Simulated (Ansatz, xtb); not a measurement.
**BrHN2Si: which of two structures lies lower**

Structure a is a singlet given by its coordinates and structure b is `Br[SiH]1N=N1`, a singlet. Both are isolated molecules in the gas phase, relaxed with B3LYP-D3(BJ)/def2-SVP.

a (Å):

```yaml
atoms:
  - { symbol: Br, position_ang: [0.9223, -0.5977, 3.0381] }
  - { symbol: N, position_ang: [-0.0255, -3.0396, 0.0326] }
  - { symbol: N, position_ang: [0.7958, -2.3691, 0.6258] }
  - { symbol: Si, position_ang: [2.1455, -1.7769, 1.4879] }
  - { symbol: H, position_ang: [-0.3885, -2.5192, -0.8032] }
```

Close contacts (Å): Br1–Si4 2.30, N2–N3 1.21, N3–Si4 1.71, N2–H5 1.05.

b (Å):

```xyz
5

Br   -1.2883   -2.5551   -0.1655
N     0.9725   -1.8062    2.3249
N     1.1020   -0.8060    1.5955
Si    0.7528   -2.2626    0.5981
H     1.8400   -2.9295   -0.1226
```

Estimate E(b) − E(a) at the level CCSD(T)/def2-TZVP.

Calculated at CCSD(T)/def2-TZVP: E(b) − E(a) = −3.2 kcal/mol, so structure b lies lower.

Level by level:

```csv
level,geometry,E(b) − E(a) (kcal/mol),departure from the last row (kcal/mol),"job, with rough time for the two"
GFN2-xTB,GFN2-xTB,+6.2,+9.4,"optimisation, 0.16 s"
HF/STO-3G,GFN2-xTB,−9.9,−6.6,"single point, 0.56 s"
r2SCAN-D4/def2-SVP,GFN2-xTB,+1.2,+4.5,"single point, 3 s"
B3LYP-D3(BJ)/def2-SVP,B3LYP-D3(BJ)/def2-SVP,+7.5,+10.7,"optimisation, 45 s"
HF/def2-TZVP,B3LYP-D3(BJ)/def2-SVP,−1.1,+2.1,part of the CCSD(T) run
MP2/def2-TZVP,B3LYP-D3(BJ)/def2-SVP,−6.7,−3.5,part of the CCSD(T) run
CCSD(T)/def2-TZVP,B3LYP-D3(BJ)/def2-SVP,−3.2,,"single point, 64 s"
```

GFN2-xTB, r2SCAN-D4/def2-SVP, B3LYP-D3(BJ)/def2-SVP put the two in the other order. The largest departure from CCSD(T)/def2-TZVP is that of B3LYP-D3(BJ)/def2-SVP, 10.7 kcal/mol.

With harmonic frequencies from B3LYP-D3(BJ)/def2-SVP (ideal gas, rigid rotor, one conformer each, 298.15 K, 1 atm): the zero-point term adds −1.9 kcal/mol; ΔH is −5.2 and ΔG −4.8 kcal/mol.

The correlated steps freeze 16 core orbitals; the filled d shell of Br is correlated, in a basis made for valence electrons. Mirror images aren't counted in ΔG. Programs: Ansatz 0.2.0, xtb 6.7.1; the last row on 1 thread of Intel(R) Xeon(R) 6975P-C (Granite Rapids) on a shared host.
